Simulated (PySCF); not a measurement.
**UHF on Fe⁺ (iron, charge +1)**

Configuration: [Ar] 3d6 4s1, high-spin 6D determinant. Calculation: PySCF 2.14, in cc-pVDZ-DK (6s5p3d1f, 43 functions); the spin-free X2C one-electron Hamiltonian (Gaussian nucleus).

| Quantity | Value |
| --- | --- |
| Total energy | -1271.108387 hartree |
| One-electron energy | -1748.2029 hartree |
| Hartree (Coulomb) energy | 531.9584 hartree |
| Exchange energy | -54.8639 hartree |
| ⟨S²⟩ | 8.7525 |
| ⟨L²⟩ | 6.017 |
| Sum of ⟨r⟩ | 18.09 bohr |
| Sum of ⟨r²⟩ | 25.20 bohr² |
| Traceless quadrupole moment −½Σ⟨3z² − r²⟩ along its main axis | 0.344 e·bohr² |
| Langevin diamagnetic susceptibility | -20.0 ×10⁻⁶ cm³/mol |
| Time after the integrals | 0.11 s of wall time on 1 thread of Neoverse-V2 (shared host) |

```tsv
shell	electrons	mean orbital energy (eV)	spread (eV)	rms radius, mean of both spins (bohr)
1s α	1	-7183.3	0	0.0675
1s β	1	-7183.1	0	0.0675
2s α	1	-892.55	0	0.288
2s β	1	-889.14	0	0.288
2p α	3	-758.31	0.937	0.260
2p β	3	-755.00	0.017	0.260
3s α	1	-128.88	0	0.871
3s β	1	-119.01	0	0.871
3p α	3	-89.214	2.073	0.936
3p β	3	-77.592	1.420	0.936
3d α	5	-26.684	2.397	1.22
3d β	1	-21.062	0	1.22
4s α	1	-15.440	0	2.99
```

Densities and radii are taken from the X2C orbitals without a picture-change correction, which distorts them close to the nucleus.
